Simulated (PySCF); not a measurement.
## Spin-rotation constants: `COCc1oc(=S)sc1F`, C5H5FO2S2

Geometry:
| atom | x (Å) | y (Å) | z (Å) |
| --- | --- | --- | --- |
| C1 | 2.676 | 0.283 | 0.425 |
| O2 | 1.277 | 0.357 | 0.564 |
| C3 | 0.586 | -0.308 | -0.468 |
| C4 | -0.880 | -0.206 | -0.187 |
| O5 | -1.585 | 0.762 | -0.825 |
| C6 | -2.875 | 0.839 | -0.490 |
| S7 | -3.898 | 1.912 | -1.134 |
| S8 | -3.286 | -0.393 | 0.730 |
| C9 | -1.618 | -0.918 | 0.681 |
| F10 | -1.195 | -1.928 | 1.422 |
| H11 | 3.009 | 0.751 | -0.509 |
| H12 | 3.092 | 0.823 | 1.272 |
| H13 | 3.020 | -0.757 | 0.446 |
| H14 | 0.881 | -1.369 | -0.506 |
| H15 | 0.790 | 0.159 | -1.442 |

The calculation used GIAO CAM-B3LYP/pcSseg-1 magnetisability, rotational g tensor and spin-rotation constants, non-relativistic, gas phase in PySCF 2.14.0. Geometry: GFN2-xTB.

**Question.** Give the nuclear spin-rotation constants along the inertial axes (H = +C I·J) beside the isotropic shieldings.

**Answer.** Rotational constants 1.6637, 0.5958, 0.4573 GHz. A star marks the isotopologue with that one atom substituted, in its own axes.
```tsv
atom	isotope	Caa (kHz)	Cbb (kHz)	Ccc (kHz)	mean (kHz)	σ (ppm)
F10	19F	1.546	0.688	0.119	0.784	334.5
H11	1H	-0.179	0.009	-0.034	-0.068	28.4
H12	1H	-0.148	-0.063	0.018	-0.064	27.8
H13	1H	-0.102	-0.028	-0.026	-0.052	28.4
H14	1H	-0.071	-0.032	-0.028	-0.043	27.5
H15	1H	-0.156	0.011	-0.039	-0.061	27.6
C1	13C*	0.244	0.136	0.114	0.164	123.3
O2	17O*	-0.135	-0.051	-0.023	-0.070	308.0
C3	13C*	0.387	0.147	0.081	0.205	116.5
C4	13C*	0.705	0.213	0.108	0.342	38.6
O5	17O*	-0.602	-0.227	-0.088	-0.306	16.5
C6	13C*	0.784	0.315	0.144	0.414	-27.9
S7	33S*	1.043	0.269	0.105	0.473	111.2
S8	33S*	0.835	0.197	0.145	0.392	227.8
C9	13C*	0.755	0.214	0.128	0.366	20.7
```
For the geometry as given, no vibrational averaging.
